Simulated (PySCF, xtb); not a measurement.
HO₃V, SMILES [O]=[V]([OH])=[O], multiplicity 1.

GFN2-xTB in xtb at its own geometry gives an orbital gap of 1.77 eV and a dipole moment of 6.60 D.

Geometry: PBE0-D3(BJ)/def2-SVP. A frequency run showed that this geometry is not a minimum. The spin state was assumed, not searched. One conformer was computed; it need not be the lowest.

Q: What does M06-2X/def2-TZVPD (PySCF) give? (The exact figures need the calculation; the answer reports its results.)

A: gap 7.38 eV (levels -10.37 and -2.99 eV), dipole 3.33 D.
